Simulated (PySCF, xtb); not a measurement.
iminoborane (BH₂N), SMILES B=N.

Harmonic wavenumbers (cm⁻¹) from GFN2-xTB run with xtb at its own minimum, in rising order: 430, 431, 671, 671, 1981, 2938, 3717.

**Question.** What does PBE-D3(BJ)/def2-TZVPD (PySCF 2.14.0) give at its own minimum? (An estimate is asked for; the answer gives what the named calculation found.)

**Answer.** 443, 443, 716, 716, 1799, 2830, 3780. Paired by order, the mean absolute difference is 67 cm⁻¹ and the zero-point energies are 15.5 and 15.3 kcal/mol.
